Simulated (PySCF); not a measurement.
This PySCF input asks for the NMR shieldings of `Cc1ccc([PH2+]N)cc1`, [C$_{7}$H$_{11}$NP]+; the geometry comes from GFN2-xTB.

```python
import basis_set_exchange as bse
import numpy as np
from pyscf import gto, dft
from pyscf.prop import nmr

atoms = """
C     3.333813    0.113013    0.507284
C     1.881856    0.015278    0.195787
C     1.378085    0.519018   -1.003860
C     0.031791    0.450642   -1.294894
C    -0.841793   -0.128729   -0.372615
P    -2.589537   -0.244179   -0.737586
N    -3.653664    0.330369    0.370767
C    -0.353344   -0.637039    0.834087
C     0.995246   -0.561201    1.107822
H     3.649376   -0.687055    1.171736
H     3.932319    0.087263   -0.399646
H     3.534149    1.060674    1.009107
H     2.054303    0.969841   -1.714354
H    -0.347394    0.841983   -2.228271
H    -3.017662   -1.535392   -0.942213
H    -2.841851    0.446799   -1.901398
H    -3.538466    1.288800    0.684201
H    -3.956049   -0.276326    1.124159
H    -1.029345   -1.089060    1.547250
H     1.373019   -0.954020    2.039602
"""
names = dict.fromkeys(["C", "P", "N", "H"], "pcSseg-1")
basis = {el: gto.basis.parse(bse.get_basis(n, elements=[el], fmt="nwchem")) for el, n in names.items()}
mol = gto.M(atom=atoms, basis=basis, charge=1, verbose=0)
mf = dft.RKS(mol, xc="PBE0")
mf.grids.level = 2
mf.grids.alignment = dft.numint.BLKSIZE   # the property module wants whole blocks of grid points
mf.conv_tol = 1e-9
mf.kernel()

calc = nmr.RKS(mf)   # GIAO
C = mf.mo_coeff
Co = C[:, mf.mo_occ > 0]
resp = mf.gen_response(singlet=True, hermi=2)
def vind(x):   # induced exchange potential for any number of trial vectors
    d = np.einsum("pi,xij,qj->xpq", C, 2 * x.reshape(-1, C.shape[1], Co.shape[1]), Co, optimize=True)
    return np.einsum("xpq,pi,qj->xij", resp(d - d.transpose(0, 2, 1)), C, Co, optimize=True).ravel()
mo1, _ = nmr.rhf.solve_mo1(calc, with_cphf=vind)
sigma = calc.kernel(mo1)
for i, s in enumerate(sigma):   # ppm
    w = np.linalg.eigvalsh((s + s.T) / 2)
    print("%2d %-2s iso %8.1f  s11 %8.1f  s22 %8.1f  s33 %8.1f" % (i, mol.atom_pure_symbol(i), w.mean(), *w))
```

**Question.** Give the expected output.

**Answer.** 
```
 0 C  iso    161.5  s11    144.7  s22    152.5  s33    187.3
 1 C  iso     22.8  s11    -77.8  s22    -32.8  s33    178.9
 2 C  iso     48.0  s11    -55.3  s22     31.2  s33    168.1
 3 C  iso     49.6  s11    -60.4  s22     34.4  s33    174.7
 4 C  iso     72.5  s11    -12.8  s22     65.4  s33    164.9
 5 P  iso    342.7  s11    242.3  s22    378.3  s33    407.6
 6 N  iso    243.5  s11    221.1  s22    241.1  s33    268.4
 7 C  iso     50.3  s11    -61.7  s22     30.6  s33    182.1
 8 C  iso     47.1  s11    -58.3  s22     31.1  s33    168.7
 9 H  iso     28.9  s11     23.8  s22     28.3  s33     34.6
10 H  iso     28.8  s11     23.7  s22     28.2  s33     34.6
11 H  iso     28.6  s11     25.4  s22     25.6  s33     34.7
12 H  iso     23.6  s11     19.7  s22     23.1  s33     28.0
13 H  iso     23.9  s11     20.1  s22     23.4  s33     28.3
14 H  iso     24.2  s11     20.2  s22     22.6  s33     29.8
15 H  iso     24.6  s11     18.9  s22     24.0  s33     30.7
16 H  iso     29.3  s11     22.0  s22     25.7  s33     40.1
17 H  iso     28.4  s11     21.5  s22     23.9  s33     39.8
18 H  iso     23.8  s11     19.6  s22     23.0  s33     28.8
19 H  iso     23.5  s11     19.5  s22     22.9  s33     28.0
```

These numbers come from an equivalent density-fitted implementation of the same equations, which agrees with the script to about 0.01 ppm for H and up to a few tenths of a ppm for heavy atoms, so last digits may differ.

**Question.** Turn these shieldings into chemical shifts. Referencing at the same level of theory: ¹³C (186.93 ppm) and ¹H (31.72 ppm) against TMS; ³¹P (318.38 ppm) against H3PO4; ¹⁵N (267.73 ppm) against NH3.

**Answer.** Averaging equivalent atoms: C 1: 164.1; C 2/8: 139.4; C 3/7: 137.0; C 4: 114.4; C 0: 25.4; P 5: -24.3; N 6: 24.2; H 12/19: 8.19; H 13/18: 7.84; H 14/15: 7.34; H 9/10/11: 2.96; H 16/17: 2.89 ppm. Experimental scales use liquid or dissolved standards, which lie at an offset from isolated NH3 (liquid NH3: subtract about 20 ppm) and H3PO4.

Size and cost of the density-fitted run: 215 basis functions, of the order of 120 core-seconds.
